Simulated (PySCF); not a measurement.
Species: C₂H₃BrCl₂.
Bonds: C1–C2, C2–Cl3, C2–Cl4, C2–Br5. Hydrogens: H6, H7, H8 on C1.

Computed by this run: PBE0-D3(BJ)/def2-SVP geometry optimisation, gas phase (PySCF); density fitting, grid level 1; the optimiser is geomeTRIC in internal coordinates, started from a GFN2-xTB structure with every atom displaced at random (about 0.01 Å).

Step 0: E = -97177.8617 eV
```
atom  x, y, z in Å  |  force x, y, z in eV/Å
C1      0.8375    0.1925    0.1778   -1.408   1.263  -1.108
C2     -0.6058   -0.2151   -0.1370    0.426   0.107  -0.069
Cl3    -0.7144   -1.0783   -1.7030    0.138   0.151   0.284
Cl4    -1.1984   -1.2638    1.1538   -0.150  -0.142   0.106
Br5    -1.7539    1.3814   -0.2433    0.205  -0.162   0.042
H6      0.8456    0.7450    1.1095    0.049   0.140   0.530
H7      1.1886    0.8689   -0.6207   -0.002  -0.128   0.081
H8      1.4698   -0.6578    0.2195    0.742  -1.229   0.134
```

Step 1: E = -97177.8753 eV
```
atom  x, y, z in Å  |  force x, y, z in eV/Å
C1      0.8093    0.2257    0.1726    0.287  -0.340   0.055
C2     -0.6136   -0.1827   -0.1185    0.072  -0.105   0.146
Cl3    -0.6091   -1.1005   -1.6368   -0.175  -0.076  -0.228
Cl4    -1.2324   -1.2274    1.1870    0.008   0.066  -0.027
Br5    -1.7795    1.3578   -0.3111   -0.038   0.120   0.051
H6      0.9367    0.6723    1.1741   -0.183  -0.121  -0.159
H7      1.1539    0.9349   -0.5885    0.012   0.055  -0.085
H8      1.4036   -0.7071    0.0778    0.016   0.402   0.248
```

Step 2: E = -97177.9092 eV
```
atom  x, y, z in Å  |  force x, y, z in eV/Å
C1      0.8183    0.2157    0.1653   -0.008  -0.080  -0.145
C2     -0.6063   -0.2000   -0.1317    0.080  -0.099   0.030
Cl3    -0.6699   -1.1076   -1.6654    0.013   0.062   0.069
Cl4    -1.2264   -1.2297    1.1821    0.030  -0.011  -0.044
Br5    -1.7533    1.3676   -0.2871   -0.011   0.078   0.013
H6      0.8825    0.6763    1.1596   -0.050   0.034   0.000
H7      1.1643    0.9285   -0.5962   -0.021  -0.009   0.001
H8      1.4599   -0.6780    0.1300   -0.034   0.026   0.078
```

**Question.** Estimate the geometry and energy of step 3. (The exact step hangs on the optimiser's Hessian estimate; all steps are aligned on step 2, rigid shifts and turns removed.)

**Answer.** E = -97177.9137 eV, largest force 0.075 eV/Å
```
atom  x, y, z in Å  |  force x, y, z in eV/Å
C1      0.8172    0.2118    0.1602    0.003   0.037  -0.031
C2     -0.6030   -0.2049   -0.1325   -0.004  -0.070  -0.026
Cl3    -0.6752   -1.0997   -1.6697   -0.005   0.037   0.026
Cl4    -1.2166   -1.2416    1.1765    0.001   0.000  -0.029
Br5    -1.7409    1.3777   -0.2719   -0.010   0.001   0.015
H6      0.8600    0.6901    1.1470    0.020   0.053   0.009
H7      1.1638    0.9158   -0.6089    0.001  -0.019   0.005
H8      1.4637   -0.6763    0.1558   -0.006  -0.040   0.032
```

The energy changes by -0.0045 eV. The first-order estimate −F·Δx gives -0.0071 eV and the mean of the old and new forces, exact on a quadratic surface, -0.0045 eV. The step makes an angle of 61° with the force vector and moves no atom by more than 0.029 Å.

The cost below is that of the whole optimisation. The run took 37 s on an Arm Neoverse V2 with one thread, shared host, and the process peaked at 0.46 GiB of memory.
